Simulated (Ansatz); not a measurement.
Gas-phase electronic energies from Ansatz, PBE0-D4/def2-TZVP geometries. CCSD(T)/CBS is the MP2 limit (def2-TZVPP, def2-QZVPP) plus CCSD(T) − MP2 in def2-TZVPP, frozen cores. This one scheme is used for every species. Functionals use def2-TZVPP. B3LYP here is the variant with VWN-RPA as its local correlation; programs differ in this. Triplets are unrestricted, without spin–orbit coupling. Each species was taken in one conformer, which may not be the lowest.

`C[SiH](C)O[SiH3]` → `C[SiH2]O[SiH3]` + `[CH2]` (triplet)  (formal loss of a carbene)

Is it downhill or uphill in electronic energy at CCSD(T)/CBS, and by how much? (Best estimate.)

Ansatz gave: Uphill: ΔE = +5.02 eV.

What do these levels give: r2SCAN-D4, B3LYP-D4, B2PLYP, PBE, r2SCAN, B3LYP, HF/def2-TZVPP, SCS-MP2/def2-TZVPP, CCSD(T)/def2-TZVPP, SCS-MP2/def2-QZVPP, HF/CBS(def2), MP2/CBS(def2)? (An estimate is asked.)

Ansatz gave: r2SCAN-D4 4.82, B3LYP-D4 4.95, B2PLYP 4.90, PBE 5.01, r2SCAN 4.80, B3LYP 4.82, HF/def2-TZVPP 3.43, SCS-MP2/def2-TZVPP 5.01, CCSD(T)/def2-TZVPP 4.89, SCS-MP2/def2-QZVPP 5.10, HF/CBS(def2) 3.43, MP2/CBS(def2) 5.17 eV.

Largest T1 diagnostic among the species: 0.011.

In def2-TZVPP, CCSD(T) changes the Hartree–Fock value by +1.47 eV (the triples alone add +0.12 eV) and MP2 by +1.61 eV. The D4 term adds +0.13 eV with B3LYP and +0.07 eV with PBE0; it sums over pairs of atoms, weighted by their polarisabilities, and B3LYP, whose exchange is more repulsive, gets the larger term. From PBE to PBE0 (25 % exact exchange), in def2-TZVPP and without D4, ΔE moves by −0.08 eV.
